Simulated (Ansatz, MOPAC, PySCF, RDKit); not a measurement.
Pair of molecules: AsH3 (SMILES [AsH3]) (first 4 atoms) with HBr (SMILES Br); geometry from B3LYP-D3(BJ)/def2-TZVP, rigid monomers moved along the line of their centres of mass till As1···H6 is 3.63 Å.
(charge 0, multiplicity 1):
```tsv
atom	x (Å)	y (Å)	z (Å)
As	-0.2459	-0.1997	0.1439
H	-0.9311	0.7332	-0.8422
H	-0.4163	-1.4192	-0.7482
H	1.1450	0.1094	-0.3869
Br	-1.3420	-0.2506	5.0921
H	-1.0310	-0.2358	3.6868
```

```json
[
 {"level": "UFF", "interaction energy (kcal/mol)": "-0.30", "minus CCSD(T)/CBS(aug-cc-pVDZ, aug-cc-pVTZ)": "0.98", "cost": "-"},
 {"level": "AM1", "interaction energy (kcal/mol)": "-0.52", "minus CCSD(T)/CBS(aug-cc-pVDZ, aug-cc-pVTZ)": "0.76", "cost": "-"},
 {"level": "PM3", "interaction energy (kcal/mol)": "-0.14", "minus CCSD(T)/CBS(aug-cc-pVDZ, aug-cc-pVTZ)": "1.13", "cost": "-"},
 {"level": "HF/aug-cc-pVDZ", "interaction energy (kcal/mol)": "-0.89", "minus CCSD(T)/CBS(aug-cc-pVDZ, aug-cc-pVTZ)": "0.39", "cost": "-"},
 {"level": "PBE/def2-TZVPPD", "interaction energy (kcal/mol)": "-1.15", "minus CCSD(T)/CBS(aug-cc-pVDZ, aug-cc-pVTZ)": "0.13", "cost": "×1"},
 {"level": "PBE-D3(BJ)/def2-TZVPPD", "interaction energy (kcal/mol)": "-1.50", "minus CCSD(T)/CBS(aug-cc-pVDZ, aug-cc-pVTZ)": "-0.22", "cost": "×1"},
 {"level": "PBE-D4/def2-TZVPPD", "interaction energy (kcal/mol)": "-1.45", "minus CCSD(T)/CBS(aug-cc-pVDZ, aug-cc-pVTZ)": "-0.17", "cost": "×1"},
 {"level": "r2SCAN-D3(BJ)/def2-TZVPPD", "interaction energy (kcal/mol)": "-1.20", "minus CCSD(T)/CBS(aug-cc-pVDZ, aug-cc-pVTZ)": "0.07", "cost": "×2"},
 {"level": "r2SCAN-D4/def2-TZVPPD", "interaction energy (kcal/mol)": "-1.16", "minus CCSD(T)/CBS(aug-cc-pVDZ, aug-cc-pVTZ)": "0.12", "cost": "×2"},
 {"level": "B3LYP/3-21G (no counterpoise)", "interaction energy (kcal/mol)": "-1.37", "minus CCSD(T)/CBS(aug-cc-pVDZ, aug-cc-pVTZ)": "-0.09", "cost": "-"},
 {"level": "B3LYP/6-31G*", "interaction energy (kcal/mol)": "-1.03", "minus CCSD(T)/CBS(aug-cc-pVDZ, aug-cc-pVTZ)": "0.25", "cost": "-"},
 {"level": "B3LYP/6-31G* (no counterpoise)", "interaction energy (kcal/mol)": "-1.07", "minus CCSD(T)/CBS(aug-cc-pVDZ, aug-cc-pVTZ)": "0.21", "cost": "-"},
 {"level": "B3LYP/def2-TZVPPD", "interaction energy (kcal/mol)": "-0.77", "minus CCSD(T)/CBS(aug-cc-pVDZ, aug-cc-pVTZ)": "0.51", "cost": "×1"},
 {"level": "B3LYP-D3(BJ)/def2-TZVPPD", "interaction energy (kcal/mol)": "-1.34", "minus CCSD(T)/CBS(aug-cc-pVDZ, aug-cc-pVTZ)": "-0.06", "cost": "×1"},
 {"level": "PBE0-D3(BJ)/def2-TZVPPD", "interaction energy (kcal/mol)": "-1.49", "minus CCSD(T)/CBS(aug-cc-pVDZ, aug-cc-pVTZ)": "-0.21", "cost": "×1"},
 {"level": "MP2/aug-cc-pVDZ", "interaction energy (kcal/mol)": "-1.31", "minus CCSD(T)/CBS(aug-cc-pVDZ, aug-cc-pVTZ)": "-0.03", "cost": "-"},
 {"level": "MP2/aug-cc-pVTZ", "interaction energy (kcal/mol)": "-1.34", "minus CCSD(T)/CBS(aug-cc-pVDZ, aug-cc-pVTZ)": "-0.06", "cost": "-"},
 {"level": "SCS-MP2/aug-cc-pVDZ", "interaction energy (kcal/mol)": "-1.14", "minus CCSD(T)/CBS(aug-cc-pVDZ, aug-cc-pVTZ)": "0.14", "cost": "-"},
 {"level": "CCSD(T)/aug-cc-pVDZ", "interaction energy (kcal/mol)": "-1.18", "minus CCSD(T)/CBS(aug-cc-pVDZ, aug-cc-pVTZ)": "0.10", "cost": "×3"},
 {"level": "CCSD(T)/CBS(aug-cc-pVDZ, aug-cc-pVTZ)", "interaction energy (kcal/mol)": "-1.28", "minus CCSD(T)/CBS(aug-cc-pVDZ, aug-cc-pVTZ)": "0.00", "cost": "×80"}
]
```

 The comparison column counts from a level with limits of its own.

The rows run from -1.50 (PBE-D3(BJ)/def2-TZVPPD) to -0.14 kcal/mol (PM3). In aug-cc-pVDZ the value moves HF -0.89, MP2 -1.31, CCSD(T) -1.18, a shift of -0.30 from HF to CCSD(T). From aug-cc-pVDZ to aug-cc-pVTZ MP2 changes by -0.04. The dispersion term adds -0.35 in PBE-D3(BJ), -0.30 in PBE-D4, -0.57 in B3LYP-D3(BJ).

Interaction energies are E(AB) − E(A) − E(B) at the monomers' geometry in the complex; basis-set methods are counterpoise corrected. Rows marked so take none. RDKit's UFF carries no charges.

Frozen-core correlation. Filled d and f shells under p-block atoms count as core. CBS(a, b) extrapolates the correlation energy as X⁻³ and adds the Hartree–Fock energy of set b. Rows in 3-21G, 6-31G* carry no dispersion term and start afresh at each structure (6-31G* with six Cartesian d functions); the Pople sets are all-electron and without relativity. The state that AM1, PM3 reach isn't checked.

The values were computed with Ansatz (Gaussian basis) for Hartree–Fock, density functionals and correlated methods; MOPAC for AM1, PM3 (differences of heats of formation); PySCF for 3-21G rows, 6-31G* rows, the dispersion terms; RDKit for the force fields. 

Costs are rough ratios of core time to PBE/def2-TZVPPD (about 4 s over the structures, on one shared machine); a dash marks a level with no comparable run of its own.

Ansatz is a quantum-chemistry and plane-wave program.
